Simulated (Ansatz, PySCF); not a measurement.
Gas-phase reaction R1 → P1 + P2, each structure at its B3LYP-D3(BJ)/def2-TZVP stationary point, reached from a drawn start (curvature not checked).
R1, CH6Si (SMILES C[SiH3]) (charge 0, multiplicity 1):
```xyz
8

C     -0.9812    -0.1155     0.0173
Si     0.8818     0.1039    -0.0155
H     -1.4410     0.5699     0.7314
H     -1.2479    -1.1337     0.3064
H     -1.4133     0.0807    -0.9657
H      1.2379     1.4891    -0.4090
H      1.5008    -0.8301    -0.9876
H      1.4630    -0.1641     1.3227
```
P1: CH4Si (SMILES C[SiH]), charge 0, multiplicity 1.
P2: H2 (SMILES [H][H]), charge 0, multiplicity 1.

```csv
level,reaction energy (kcal/mol),"minus CCSD(T)/CBS(cc-pV(T+d)Z, cc-pV(Q+d)Z)"
HF/cc-pV(T+d)Z,62.38,1.11
PBE/def2-TZVPP,59.46,-1.81
PBE-D3(BJ)/def2-TZVPP,60.00,-1.26
PBE-D4/def2-TZVPP,59.92,-1.35
BLYP/def2-TZVPP,55.26,-6.01
revPBE-D3(BJ)/def2-TZVPP,57.82,-3.45
PBE0/def2-TZVPP,62.78,1.51
PBE0-D4/def2-TZVPP,63.17,1.90
BHLYP/def2-TZVPP,62.97,1.70
BHLYP-D4/def2-TZVPP,63.44,2.17
M06-2X/def2-TZVPP,58.99,-2.27
CCSD/cc-pV(T+d)Z,59.76,-1.50
CCSD/cc-pV(Q+d)Z,60.95,-0.32
"CCSD(T)/CBS(cc-pV(T+d)Z, cc-pV(Q+d)Z)",61.27,0.00
```

 The comparison column counts from a level with limits of its own.

P less R. No zero-point or thermal terms.

Frozen-core correlation throughout. CBS: X⁻³ extrapolation of the correlation energy, Hartree–Fock from the larger set.

Codes used: Ansatz (a program for electronic structure); PySCF for M06-2X and the D3/D4 terms. Each number belongs to the level named beside it.
